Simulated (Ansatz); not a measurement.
Consider the atomization: `CC/C=C\C(C)(C)C` → 8 C• + 16 H•.

Computed with Ansatz on PBE0-D4/def2-TZVP structures; ΔE is electronic, products minus reactants. CBS: MP2 limit from def2 TZ/QZ plus the TZ coupled-cluster correction, frozen cores. This one scheme is used for every species, atoms too. Functionals use def2-TZVPP. B3LYP here is the variant with VWN-RPA as its local correlation; programs differ in this. Open shells (•) are unrestricted, without spin–orbit coupling. Spin–orbit coupling would lower the free atoms: a little for C. One conformer a species, not always the lowest.

```csv
level,ΔE (kJ/mol)
LDA (SPW92),11057.5
revPBE-D4,9751.5
B2PLYP,9671.0
PBE0,9793.2
B3LYP,9685.2
r2SCANh,9734.6
CAM-B3LYP,9760.3
CCSD/def2-TZVPP,9444.6
```

**Question.** What does CCSD(T)/CBS give? (An estimate is asked.)

**Answer.** The calculation gave: +9760.3 kJ/mol. The listed levels differ from it by 1297.2, -8.8, -89.3, 32.9, -75.1, -25.7, 0.0, -315.7 kJ/mol.

Largest T1 diagnostic among the species: 0.009.

At CCSD(T), def2-SVP lies −331.5 kJ/mol from the extrapolated value and def2-TZVPP −196.0 kJ/mol: correlation converges slowly with the basis, and small sets miss more of it in the bonded molecule than in its fragments. From BLYP to BHLYP (50 % exact exchange), in def2-TZVPP and without D4, ΔE moves by −92.6 kJ/mol: exact exchange takes away binding that semilocal exchange gives to molecules. The D4 term adds +88.3 kJ/mol with B3LYP and +48.0 kJ/mol with PBE0; it sums over pairs of atoms, weighted by their polarisabilities, and B3LYP, whose exchange is more repulsive, gets the larger term.

For atomizations the MP2-based limit and the directly extrapolated one differ by several kJ/mol either way, and by 10 to 25 for some Ge, Se and Sn compounds, so smaller differences from it don't rank the levels.
